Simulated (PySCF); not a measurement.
Al(Cl)2(NHMe) (CH4AlCl2N), SMILES C[NH][Al]([Cl])[Cl].

Geometry optimised at B3LYP-D3(BJ)/def2-SVP. The structure was generated by enumeration; whether it is a known compound was not checked. One conformer was computed; it need not be the lowest.

Two levels are set side by side: TDA-PBE/def2-SVPD (PySCF) and TDA-CAM-B3LYP/def2-SVPD (PySCF). Vertical, same geometry. The lowest singlet is HOMO→LUMO 99 % with PBE and HOMO→LUMO 93 % with the other functional; states are paired by order. Differences are taken from unrounded values.

```csv
quantity,TDA-CAM-B3LYP
lowest singlet excitation (eV),5.47
lowest triplet excitation (TDA) (eV),5.10
first bright state (f over 0.05) (eV),6.66
its oscillator strength,0.15
```

### Question
What does TDA-PBE give, and how far is it from TDA-CAM-B3LYP? (Estimate from the structure and the level; the computed values follow.)

### Answer

```
quantity                               TDA-PBE  TDA-PBE minus TDA-CAM-B3LYP
-------------------------------------  -------  ---------------------------
lowest singlet excitation (eV)            4.45                        -1.03
lowest triplet excitation (TDA) (eV)      4.14                        -0.97
first bright state (f over 0.05) (eV)     5.67                        -1.00
its oscillator strength                   0.13                        -0.02
```

Functionals without exact exchange tend to place singlet excitations lower, as here. Differences between two approximate levels are no errors against the true value.

Rough cost on one machine, each run with all the roots and properties that it gave: TDA-CAM-B3LYP against TDA-PBE about 5 times.
